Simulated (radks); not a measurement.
Task: All-electron atom: Ba7+ in [Kr] 4d10 5s2 5p1. Method: Dirac Kohn-Sham, LDA (Slater exchange, Perdew-Wang correlation), spin-unpolarised, spherical densities, finite nucleus; open shells fill j = l - 1/2 first; Fermi nuclear charge, rms radius 4.8378 fm; computed with a radial shooting solver on a logarithmic mesh with Libxc functionals. Some entries of the table are withheld. Estimate them.

| orbital | occ. | eigenvalue (hartree) | <r^2> (bohr^2) |
|---|---|---|---|
| 1s1/2 | 2 | -1369.902 | (1) |
| 2s1/2 | 2 | -219.2377 | 0.01417 |
| 2p1/2 | 2 | -206.8207 | 0.01042 |
| 2p3/2 | 4 | -192.8083 | 0.01169 |
| 3s1/2 | 2 | -48.81360 | 0.09755 |
| 3p1/2 | 2 | -43.58778 | 0.09225 |
| 3p3/2 | 4 | -40.87922 | 0.1000 |
| 3d3/2 | 4 | -31.67051 | 0.08263 |
| 3d5/2 | 6 | -31.09229 | 0.08485 |
| 4s1/2 | 2 | -12.10835 | 0.5102 |
| 4p1/2 | 2 | -10.20268 | 0.5480 |
| 4p3/2 | 4 | -9.62843 | 0.5910 |
| 4d3/2 | 4 | -6.49963 | 0.7127 |
| 4d5/2 | 6 | -6.40063 | 0.7295 |
| 5s1/2 | 2 | -4.07046 | 2.472 |
| 5p1/2 | 1 | (2) | 2.877 |
| 5p3/2 | 0 | (3) | 3.055 |
| 4f5/2 | 0 | (4) | 1.324 |
| 4f7/2 | 0 | (5) | 1.337 |
| 6s1/2 | 0 | -2.00064 | 8.418 |

Result: 
(1) 1s1/2 <r^2> (bohr^2): 0.0008898
(2) 5p1/2 eigenvalue (hartree): -3.48225
(3) 5p3/2 eigenvalue (hartree): -3.36640
(4) 4f5/2 eigenvalue (hartree): -2.93234
(5) 4f7/2 eigenvalue (hartree): -2.92212
